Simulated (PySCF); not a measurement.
H6Ge2, charge +1, doublet, at a GFN2-xTB geometry (a state made from the parent by changing its charge; the spin is typed, not shown lowest); DF-B3LYP/aug-cc-pVDZ in PySCF.

PySCF was given this input:
```python
from pyscf import gto, scf, dft
import numpy

mol = gto.M(
    atom='''
Ge   -1.29469349    0.13696748   -0.01998394
Ge    1.29469349   -0.13696748    0.01998394
H    -1.73689031   -0.85395003   -1.06936281
H    -1.48917906    1.58565981   -0.39696865
H    -1.70671536   -0.20986339    1.39019260
H     1.48981544   -1.57304716    0.44218548
H     1.74085897    0.88657228    1.03583544
H     1.70211032    0.16462850   -1.40188207
''',
    basis='aug-cc-pvdz',
    charge=1,
    spin=1,
    verbose=4,
)
print('smallest overlap eigenvalue', numpy.linalg.eigvalsh(mol.intor('int1e_ovlp'))[0])

mf = dft.UKS(mol)
mf.xc = 'b3lyp'
mf = mf.density_fit(auxbasis='def2-universal-jkfit')
mf.kernel()
```

It wrote (shortened):

```
PySCF version 2.14.0

[INPUT] verbose = 4
[INPUT] num. atoms = 8
[INPUT] num. electrons = 69
[INPUT] charge = 1
[INPUT] spin (= nelec alpha-beta = 2S) = 1
[INPUT] symmetry False subgroup None
[INPUT] Mole.unit = angstrom
[INPUT] Symbol           X                Y                Z      unit          X                Y                Z       unit  Magmom
[INPUT]  1 Ge    -1.294693490000   0.136967480000  -0.019983940000 AA   -2.446616111357   0.258831025172  -0.037764173490 Bohr   0.0
[INPUT]  2 Ge     1.294693490000  -0.136967480000   0.019983940000 AA    2.446616111357  -0.258831025172   0.037764173490 Bohr   0.0
[INPUT]  3 H     -1.736890310000  -0.853950030000  -1.069362810000 AA   -3.282246994311  -1.613731680764  -2.020802838695 Bohr   0.0
[INPUT]  4 H     -1.489179060000   1.585659810000  -0.396968650000 AA   -2.814140573837   2.996462767630  -0.750162028538 Bohr   0.0
[INPUT]  5 H     -1.706715360000  -0.209863390000   1.390192600000 AA   -3.225224602988  -0.396584330673   2.627083274397 Bohr   0.0
[INPUT]  6 H      1.489815440000  -1.573047160000   0.442185480000 AA    2.815343157748  -2.972628313425   0.835609453459 Bohr   0.0
[INPUT]  7 H      1.740858970000   0.886572280000   1.035835440000 AA    3.289746674792   1.675378798831   1.957445291718 Bohr   0.0
[INPUT]  8 H      1.702110320000   0.164628500000  -1.401882070000 AA    3.216522338596   0.311102777298  -2.649173171238 Bohr   0.0

nuclear repulsion = 308.662198667031
number of shells = 48
number of NR pGTOs = 238
number of NR cGTOs = 126
basis = aug-cc-pvdz
ecp = {}
smallest overlap eigenvalue 0.00039849850151234213

******** <class 'pyscf.df.df_jk.DFUKS'> ********
method = DFUKS
initial guess = minao
damping factor = 0
level_shift factor = 0
DIIS = <class 'pyscf.scf.diis.CDIIS'>
diis_start_cycle = 1
diis_space = 8
diis_damp = 0
SCF conv_tol = 1e-09
SCF conv_tol_grad = None
SCF max_cycles = 50
direct_scf = False
number electrons alpha = 35  beta = 34
XC library pyscf.dft.libxc version 7.1.2
    S. Lehtola, C. Steigemann, M. J. T. Oliveira, and M. A. L. Marques,  SoftwareX 7, 1–5 (2018)
XC functionals = b3lyp
    P. J. Stephens, F. J. Devlin, C. F. Chabalowski, and M. J. Frisch,  J. Phys. Chem. 98, 11623 (1994)
radial grids:
    Treutler-Ahlrichs [JCP 102, 346 (1995); DOI:10.1063/1.469408] (M4) radial grids

becke partition: Becke, JCP 88, 2547 (1988); DOI:10.1063/1.454033
pruning grids: <function nwchem_prune>
grids dens level: 3
symmetrized grids: False
atomic radii adjust function: <function treutler_atomic_radii_adjust>
small_rho_cutoff = 0
Set gradient conv threshold to 3.16228e-05
tot grids = 100128
******** <class 'pyscf.df.df.DF'> ********
auxbasis = def2-universal-jkfit
init E= -4156.30200025154

cycle= 1 E= -4157.24684387792  delta_E= -0.945  |g|= 0.251  |ddm|= 1.64
cycle= 2 E= -4157.25876764154  delta_E= -0.0119  |g|= 0.215  |ddm|= 0.74
cycle= 3 E= -4157.28585547687  delta_E= -0.0271  |g|= 0.0123  |ddm|= 0.39
cycle= 4 E= -4157.28596798677  delta_E= -0.000113  |g|= 0.00441  |ddm|= 0.029
cycle= 5 E= -4157.28598375571  delta_E= -1.58e-05  |g|= 0.000651  |ddm|= 0.00901
cycle= 6 E= -4157.28598414004  delta_E= -3.84e-07  |g|= 6.52e-05  |ddm|= 0.00134
cycle= 7 E= -4157.28598414573  delta_E= -5.69e-09  |g|= 1.12e-05  |ddm|= 0.000179
cycle= 8 E= -4157.28598414593  delta_E= -1.95e-10  |g|= 2.97e-06  |ddm|= 2.83e-05
Extra cycle  E= -4157.28598414595  delta_E= -2.18e-11  |g|= 1.23e-06  |ddm|= 7.76e-06
converged SCF energy = -4157.28598414595  <S^2> = 0.75131969  2S+1 = 2.0013193
```
